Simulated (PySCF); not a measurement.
# Relaxation of singlet OsO₄

These are results of PySCF, PBE0, basis Os def2-SVP with ECP60, O def2-SVP (scalar-relativistic core potentials, no spin–orbit coupling, density fitting), not measurements. A (50,194) grid was used.

A start displaced from a saddle point along its imaginary mode, of Cs symmetry, held to at least that symmetry:

```xyz
5
charge 0 multiplicity 1, angstrom
Os    0.0242   -0.0048    0.0000
O     1.7355    0.0238    0.0000
O    -0.1199    1.7656    0.0000
O    -1.7857    0.0238    0.0000
O    -0.1199   -1.7556    0.0000
```

Optimiser trace:
| step | E − E(last) (kJ/mol) | largest gradient (Eh/bohr) |
| --- | --- | --- |
| 0 | 272.37 | 0.03101 |
| 1 | 253.61 | 0.04986 |
| 2 | 220.93 | 0.06099 |
| 3 | 150.28 | 0.06614 |
| 4 | 45.21 | 0.04819 |
| 5 | 7.77 | 0.02152 |
| 6 | 5.13 | 0.02191 |
| 7 | 1.06 | 0.00567 |
| 8 | 0.78 | 0.00377 |
| 9 | 0.52 | 0.00360 |
| 10 | 0.26 | 0.00404 |
| 11 | 0.04 | 0.00224 |
| 12 | 0.00 | 0.00061 |
| 13 | 0.00 | 0.00016 |

It ends at C2v with Os–O 1.689 Å (×2), Os–O 1.880 Å (×2), O–O 1.486 Å; O–Os–O 46.6°, O–Os–O 101.7° (×2), O–Os–O 110.1°, O–Os–O 148.3° (×2), O–O–Os 66.7° (×2) (after a last refinement on a finer grid). A frequency run shows 2 imaginary modes, down to 200i cm⁻¹, so it is a higher-order saddle point.

Final geometry:
```xyz
5
charge 0 multiplicity 1, angstrom
Os    0.0669   -0.0674    0.0000
O     1.7311    0.2193    0.0000
O    -0.6209    1.6820    0.0000
O    -1.6764    0.6357    0.0000
O    -0.2346   -1.7291    0.0000
```

Spin–orbit coupling, left out here, can matter for elements this heavy.
